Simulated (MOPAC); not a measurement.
MOPAC input (PM6):

```
PM6 FORCE THERMO(298,298) PRECISE LET GEO-OK AUX(PRECISION=9) THREADS=1
H4Cl2Si2

Cl    1.97060046 1    1.74209494 1    0.34327039 1
Si    1.06534044 1   -0.14293478 1   -0.00059818 1
Si   -1.06519333 1    0.14392365 1   -0.00533202 1
Cl   -1.97074679 1   -1.74307763 1   -0.33738452 1
H     1.51726606 1   -1.06074672 1    1.08150032 1
H     1.57613365 1   -0.65386444 1   -1.30280419 1
H    -1.51683290 1    1.05479242 1   -1.09346120 1
H    -1.57604108 1    0.66339109 1    1.29342895 1
```

From the output:

```
     H    8   0.190839   2.536850

          HEAT OF FORMATION =     -59.974266 KCALS/MOLE

          ZERO POINT ENERGY      21.155 KCAL/MOL

           NORMAL COORDINATE ANALYSIS (Total motion = 1 Angstrom)

   Root No.       1         2         3         4         5         6         7         8

                 1 Au      1 Bu      1 Ag      2 Au      2 Ag      2 Bu      3 Ag      1 Bg

                  37.7      39.6     121.5     234.9     393.5     430.1     452.2     477.4

           1   -0.0002    0.0003    0.1128   -0.0000    0.0585   -0.1366    0.0683   -0.0000
           2    0.0001   -0.0900    0.0879    0.0000   -0.0061   -0.0026   -0.0012    0.0000
           3   -0.0754   -0.0000   -0.0002   -0.0050   -0.0002    0.0000   -0.0002   -0.0086
           4    0.0002   -0.0046    0.1017    0.0000   -0.0510    0.1667   -0.0962    0.0001
           5   -0.0001    0.1034   -0.0177   -0.0000    0.1289    0.0074   -0.0696   -0.0000
           6    0.0852   -0.0004   -0.0003    0.0149    0.0003   -0.0001    0.0002    0.0335
           7    0.0002   -0.0046   -0.1017    0.0000    0.0510    0.1667    0.0962   -0.0001
           8   -0.0001    0.1034    0.0177   -0.0000   -0.1289    0.0074    0.0696    0.0000
           9    0.0852    0.0006    0.0003    0.0149   -0.0003   -0.0008   -0.0002   -0.0335
          10   -0.0002    0.0003   -0.1128   -0.0000   -0.0585   -0.1366   -0.0683    0.0000
          11    0.0001   -0.0900   -0.0879   -0.0000    0.0061   -0.0026    0.0012   -0.0000
          12   -0.0754   -0.0001    0.0002   -0.0050    0.0002    0.0007    0.0002    0.0086
          13    0.0892    0.0594    0.1267   -0.0040   -0.0102    0.0794   -0.1202   -0.1691
          14   -0.0355    0.1418   -0.0070    0.2083    0.1509   -0.0587   -0.0990    0.1142
          15    0.1399   -0.0020    0.0031   -0.1192   -0.0014   -0.0045    0.0155   -0.1040
          16   -0.0884    0.0601    0.1267    0.0033   -0.0102    0.0787   -0.1203    0.1685
          17    0.0353    0.1404   -0.0070   -0.2081    0.1509   -0.0578   -0.0990   -0.1140
          18    0.1405   -0.0003   -0.0038   -0.1196    0.0017    0.0054   -0.0150   -0.1051
          19    0.0892    0.0601   -0.1267   -0.0039    0.0102    0.0786    0.1202    0.1691
          20   -0.0355    0.1404    0.0070    0.2083   -0.1509   -0.0577    0.0990   -0.1142
          21    0.1399    0.0003   -0.0031   -0.1192    0.0014   -0.0060   -0.0155    0.1040
          22   -0.0884    0.0594   -0.1267    0.0033    0.0102    0.0794    0.1203   -0.1685
          23    0.0353    0.1418    0.0070   -0.2081   -0.1509   -0.0587    0.0990    0.1140
          24    0.1405    0.0019    0.0038   -0.1196   -0.0017    0.0040    0.0150    0.1051

   Root No.       9        10        11        12        13        14        15        16

                 3 Au      2 Bg      3 Bu      4 Ag      4 Bu      5 Ag      5 Bu      6 Ag

                 516.1     593.8     644.5     749.6     857.3     872.2    2075.7    2084.9

           1    0.0000    0.0000   -0.0050    0.0031   -0.0008    0.0005   -0.0004    0.0002
           2    0.0000   -0.0000    0.0051   -0.0025    0.0005    0.0009   -0.0001    0.0001
           3    0.0076    0.0032   -0.0000   -0.0000   -0.0000   -0.0000    0.0000   -0.0000
           4   -0.0000    0.0000   -0.0093    0.0198    0.0066    0.0005    0.0059   -0.0058
           5    0.0000   -0.0000   -0.0134    0.0105   -0.0134   -0.0165   -0.0084    0.0079
           6   -0.0128    0.0140    0.0000   -0.0000   -0.0000   -0.0000   -0.0001    0.0000
           7   -0.0000   -0.0000   -0.0093   -0.0198    0.0066   -0.0005    0.0059    0.0058
           8    0.0000    0.0000   -0.0134   -0.0105   -0.0134    0.0165   -0.0084   -0.0079
           9   -0.0128   -0.0140   -0.0000    0.0000   -0.0000    0.0000    0.0000   -0.0000
          10    0.0000   -0.0000   -0.0050   -0.0031   -0.0008   -0.0005   -0.0004   -0.0002
          11   -0.0000    0.0000    0.0051    0.0025    0.0005   -0.0009   -0.0001   -0.0001
          12    0.0076   -0.0032    0.0000    0.0000    0.0000    0.0000   -0.0000    0.0000
          13    0.2309    0.1687    0.2165   -0.2220   -0.0777   -0.0435   -0.0737    0.0749
          14    0.0463    0.1702    0.0982   -0.0700    0.1781    0.1918    0.1189   -0.1193
          15    0.0452   -0.0292    0.0172   -0.0435   -0.1443   -0.1396    0.2007   -0.2005
          16   -0.2307   -0.1689    0.2163   -0.2217   -0.0769   -0.0427   -0.0747    0.0761
          17   -0.0464   -0.1701    0.0983   -0.0701    0.1779    0.1916    0.1191   -0.1196
          18    0.0464   -0.0285   -0.0180    0.0446    0.1451    0.1402   -0.2003    0.1998
          19    0.2309   -0.1687    0.2164    0.2220   -0.0777    0.0435   -0.0736   -0.0749
          20    0.0463   -0.1702    0.0983    0.0700    0.1781   -0.1918    0.1187    0.1193
          21    0.0452    0.0292    0.0170    0.0435   -0.1443    0.1396    0.2009    0.2005
          22   -0.2306    0.1689    0.2164    0.2217   -0.0769    0.0427   -0.0748   -0.0761
          23   -0.0464    0.1702    0.0982    0.0701    0.1778   -0.1916    0.1192    0.1196
          24    0.0464    0.0285   -0.0182   -0.0446    0.1451   -0.1402   -0.2001   -0.1998

   Root No.      17        18

                 3 Bg      4 Au

                2108.0    2109.0

           1   -0.0000   -0.0000
           2    0.0000    0.0000
           3   -0.0001   -0.0001
           4   -0.0000   -0.0000
           5    0.0000    0.0000
           6   -0.0136   -0.0139
           7    0.0000   -0.0000
           8   -0.0000    0.0000
           9    0.0136   -0.0139
          10    0.0000    0.0000
          11   -0.0000   -0.0000
          12    0.0001   -0.0001
          13   -0.0747   -0.0738
          14    0.1232    0.1242
          15    0.1959    0.1954
          16    0.0758    0.0749
          17   -0.1236   -0.1246
          18    0.1952    0.1947
          19    0.0747   -0.0738
          20   -0.1232    0.1242
          21   -0.1959    0.1954
          22   -0.0758    0.0750
          23    0.1236   -0.1246
          24   -0.1952    0.1947

           MASS-WEIGHTED COORDINATE ANALYSIS (NORMAL COORDINATES)

   Root No.       1         2         3         4         5         6         7         8

                 1 Au      1 Bu      1 Ag      2 Au      2 Ag      2 Bu      3 Ag      1 Bg

                  37.7      39.6     121.5     234.9     393.5     430.1     452.2     477.4

           1   -0.0013    0.0013    0.4619   -0.0002    0.2923   -0.4754    0.3679   -0.0003
           2    0.0004   -0.4752    0.3602    0.0002   -0.0307   -0.0090   -0.0062    0.0001
           3   -0.4665   -0.0002   -0.0010   -0.0605   -0.0009    0.0001   -0.0010   -0.0967
           4    0.0013   -0.0217    0.3706    0.0004   -0.2272    0.5165   -0.4614    0.0009
           5   -0.0004    0.4863   -0.0645   -0.0001    0.5740    0.0231   -0.3336   -0.0003
           6    0.4688   -0.0020   -0.0011    0.1594    0.0012   -0.0005    0.0010    0.3355
           7    0.0013   -0.0217   -0.3706    0.0005    0.2272    0.5165    0.4614   -0.0010
           8   -0.0004    0.4863    0.0645   -0.0002   -0.5740    0.0231    0.3336    0.0003
           9    0.4688    0.0030    0.0011    0.1594   -0.0012   -0.0024   -0.0010   -0.3355
          10   -0.0013    0.0013   -0.4619   -0.0001   -0.2923   -0.4753   -0.3679    0.0003
          11    0.0004   -0.4752   -0.3602   -0.0001    0.0307   -0.0090    0.0062   -0.0001
          12   -0.4665   -0.0007    0.0010   -0.0605    0.0009    0.0026    0.0010    0.0967
          13    0.0930    0.0529    0.0875   -0.0080   -0.0086    0.0466   -0.1093   -0.3210
          14   -0.0370    0.1263   -0.0048    0.4211    0.1273   -0.0344   -0.0900    0.2168
          15    0.1459   -0.0018    0.0021   -0.2409   -0.0012   -0.0026    0.0141   -0.1974
          16   -0.0922    0.0535    0.0875    0.0066   -0.0086    0.0462   -0.1093    0.3199
          17    0.0368    0.1250   -0.0048   -0.4207    0.1273   -0.0339   -0.0899   -0.2165
          18    0.1465   -0.0003   -0.0026   -0.2417    0.0014    0.0032   -0.0137   -0.1996
          19    0.0930    0.0535   -0.0875   -0.0080    0.0086    0.0461    0.1093    0.3210
          20   -0.0370    0.1250    0.0048    0.4211   -0.1273   -0.0339    0.0900   -0.2168
          21    0.1459    0.0002   -0.0021   -0.2409    0.0012   -0.0035   -0.0141    0.1974
          22   -0.0922    0.0529   -0.0875    0.0066    0.0086    0.0466    0.1093   -0.3199
          23    0.0368    0.1263    0.0048   -0.4207   -0.1273   -0.0344    0.0899    0.2165
          24    0.1465    0.0017    0.0026   -0.2417   -0.0014    0.0023    0.0137    0.1996

   Root No.       9        10        11        12        13        14        15        16

                 3 Au      2 Bg      3 Bu      4 Ag      4 Bu      5 Ag      5 Bu      6 Ag

                 516.1     593.8     644.5     749.6     857.3     872.2    2075.7    2084.9

           1    0.0002    0.0001   -0.0593    0.0368   -0.0096    0.0064   -0.0051    0.0020
           2    0.0000   -0.0000    0.0605   -0.0300    0.0062    0.0109   -0.0017    0.0009
           3    0.0910    0.0381   -0.0001   -0.0001   -0.0001   -0.0000    0.0003   -0.0000
           4   -0.0004    0.0004   -0.0989    0.2079    0.0697    0.0055    0.0625   -0.0618
           5    0.0001   -0.0001   -0.1431    0.1101   -0.1427   -0.1750   -0.0891    0.0842
           6   -0.1374    0.1494    0.0005   -0.0005   -0.0003   -0.0002   -0.0008    0.0003
           7   -0.0003   -0.0004   -0.0989   -0.2079    0.0697   -0.0055    0.0625    0.0618
           8    0.0001    0.0001   -0.1431   -0.1101   -0.1427    0.1750   -0.0891   -0.0842
           9   -0.1374   -0.1494   -0.0002    0.0005   -0.0004    0.0002    0.0003   -0.0003
          10    0.0003   -0.0001   -0.0593   -0.0368   -0.0096   -0.0064   -0.0051   -0.0020
```
